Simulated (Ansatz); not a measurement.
System: sum formula SOF$_{2}$ (charge -1, doublet). 
Structure (B3LYP-D3(BJ)/def2-TZVP (Ansatz, an electronic-structure program) minimum search):
```xyz
4

O      1.2860    -0.0978    -0.1636
S     -0.1766     0.0134     0.0225
F     -0.2865     1.8902    -0.0518
F     -0.5427    -1.8271     0.1573
```
Charge -1, spin multiplicity 2.

Basis-set convergence of Hartree-Fock and CCSD correlation energies (hartree) with Ansatz. Valence correlation only, unless marked. UHF or UKS for open shells. Spin-orbit coupling is left out. Non-relativistic. This anion needs diffuse functions, which these sets lack.

| basis | functions | E(HF) | E(corr, CCSD) |
|---|---|---|---|
| cc-pV(D+d)Z | 65 | -671.23256 | -0.71173 |
| cc-pV(T+d)Z | 129 | ? | ? |

Q: Complete the blanks.

A: 
- cc-pV(T+d)Z, E(HF): -671.36514
- cc-pV(T+d)Z, E(corr, CCSD): -0.93979
